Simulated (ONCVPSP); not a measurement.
**Before and after: ONCV potential for molybdenum (Mo)**

Mo, optimised norm-conserving Vanderbilt (ONCV), made with ONCVPSP 4.0.1 (LDA (Perdew-Zunger), scalar-relativistic). Core [Ar] 3d10, reference 4s2 4p6 4d5 5s0.75 (charge +0.25). Waves: 4s+5s: rc 1.80 bohr, ncon 4, nbas 7, qcut 6.2 1/bohr, 2 projectors; 4p: rc 1.20 bohr, ncon 4, nbas 7, qcut 8 1/bohr, 3 projectors, debl 2.6 Ha; 4d: rc 1.80 bohr, ncon 4, nbas 8, qcut 6.1 1/bohr, 2 projectors, debl 2 Ha. Local part: polynomial inside 1.10 bohr (lpopt 5, dvloc0 6 Ha). Core correction: none.

Change: d: rc 1.62.

Cutoffs: the cutoffs (Ha) at which the residual kinetic energy of the hardest occupied pseudo-wave falls to 1 and 0.1 mHa per electron; they do not see the model core or the augmentation charge, which bear on the density cutoff. Errors are all-electron minus pseudo energies relative to the spin-unpolarised reference configuration.

How do hardness, ghosts and transferability respond?

The potential gets neither clearly harder nor softer (30 Ha and 81 Ha → 30 Ha and 81 Ha); both files keep a bound ghost (p); of the 4 tests that both files solve, the error grows in 1 and shrinks in 1 by more than 15 % and 0.3 meV (median size 1.1 → 1.8 meV).

| quantity | base | changed |
| --- | --- | --- |
| cutoff, loose | 30 Ha | 30 Ha |
| cutoff, tight | 81 Ha | 81 Ha |
| loose cutoff by channel | s 15 Ha, p 30 Ha, d 17 Ha | s 15 Ha, p 30 Ha, d 18 Ha |
| bound ghosts | p | p |
| GHOST(+) flags under 300 eV | s at 193.2 eV | s at 193.2 eV, d at 263.3 eV |
| error for 4s2 4p6 4d5 5s1, meV [ΔE -1.25 eV] | +0.3 | +0.2 |
| error for 4s2 4p6 4d5 5s0, meV [ΔE 5.93 eV] | -1.2 | -1.3 |
| error for 4s2 4p6 4d4 5s0, meV [ΔE 21.63 eV] | -1.0 | -3.3 |
| error for 4s2 4p6 4d3 5s0, meV [ΔE 48.60 eV] | +6.4 | -2.3 |
| s: phases at 1.83 bohr within 0.05 rad from the reference energy up to (Ha; the scan ends near 5) | to the end of the scan | to the end of the scan |
| p: phases at 1.22 bohr within 0.05 rad from the reference energy up to (Ha; the scan ends near 5) | to the end of the scan | to the end of the scan |

 A true bound ghost makes a file unfit for plane-wave use even where its test errors are small: the radial tests pick states by their node count and pass the ghost by.
